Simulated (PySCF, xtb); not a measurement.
Ge(H)3(NH2) (GeH₅N), SMILES [NH2][GeH3].

GFN2-xTB run with xtb 6.7.1 at its own geometry gives an orbital gap of 7.58 eV and a dipole moment of 1.49 D.

Geometry: PBE0-D3(BJ)/def2-TZVP.

Q: What does PySCF with ωB97X/def2-TZVPD give? (The exact figures need the calculation; the answer reports its results.)

A: gap 11.61 eV (levels -9.83 and 1.79 eV), dipole 1.12 D.
